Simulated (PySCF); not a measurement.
**Al²⁺ (aluminium, charge +2) across methods**

[Ne] 3s1, 2S determinant. All numbers are calculated (PySCF 2.14, no relativity, point nucleus, in def2-QZVPPD (10s6p5d2f1g, 76 functions)).

| method | E (hartree) | mean ε 2p α (eV) | mean ε 2p β (eV) | mean ε 3s α (eV) | Σ⟨r²⟩ (bohr²) | ⟨S²⟩ |
| --- | --- | --- | --- | --- | --- | --- |
| B3LYP | -241.4786 | -94.249 | -94.033 | -25.380 | 9.193 | 0.750 |
| PBE | -241.3226 | -90.318 | -90.069 | -24.440 | 9.245 | 0.750 |
| PBE0 | -241.3464 | -95.043 | -94.791 | -25.457 | 9.252 | 0.750 |
| BHandHLYP | -241.4720 | -99.715 | -99.477 | -26.442 | 9.213 | 0.750 |
| r2SCAN | -241.4357 | -92.002 | -91.793 | -24.643 | 9.254 | 0.750 |
| LDA | -240.4046 | -90.425 | -90.195 | -24.545 | 9.214 | 0.750 |
| wB97X | -241.4545 | -96.931 | -96.799 | -27.552 | 9.270 | 0.750 |
| UHF | -241.03068 | -108.01 | -107.72 | -28.062 | 9.360 | 0.750 |

(1) Estimate the same row for wB97X-V.

## Answers

(1) E (hartree) = -241.4202; mean ε 2p α (eV) = -97.045; mean ε 2p β (eV) = -96.851; mean ε 3s α (eV) = -27.640; Σ⟨r²⟩ (bohr²) = 9.303; ⟨S²⟩ = 0.750.
